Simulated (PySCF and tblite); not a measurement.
Values are calculated unless marked as measured or tabulated.
C5H4F2SSe, numbered as in [F:1][CH:2]([F:3])[c:4]1[cH:5][cH:6][c:7]([SeH:8])[s:9]1.

Conformers came from 90 starts (ETKDG, UFF, GFN2-xTB); geometries are GFN2-xTB. Free energies are PBE0-D3(BJ)/pcSseg-1 (IEF-PCM, acetonitrile) single points with GFN2-xTB rigid-rotor and vibrational terms (modes under about 100 cm⁻¹ blended into free rotors). Symmetry numbers and mirror images are counted. Conformers within 2.5 kcal/mol (GFN2-xTB free energy) were kept, 4 at most. Programs: PySCF with density fitting and tblite.

Rotational constants are equilibrium values for the commonest isotopes; dipoles come from the energy level named and are polarised by its solvent model.

Torsions listed: F1–C2–C4–S9, S9–C7–Se8–H8.

| conformer | shape | symmetry | weight % |
| --- | --- | --- | --- |
| 1 | 59°, 0° | Cs | 87.4 |
| 2 | -121°, 0° | Cs | 12.6 |

Sets of constants, in random order:

```
set  A (MHz)  B (MHz)  C (MHz)  abs μa (D)  abs μb (D)  abs μc (D)
  P     3450      377      361        2.43        1.27        0.02
  Q     3013      402      378        1.57        2.12        0.01
```

Q: Match each set to its conformer.

A: P is conformer 2, Q is conformer 1.

The minima are those of GFN2-xTB; planar forms about aryl–S or allylic bonds may be saddles in DFT.


Conformer gaps in pcSseg-1 on xTB geometries can be 2 kcal/mol off for S=O, P=O and other polar bonds.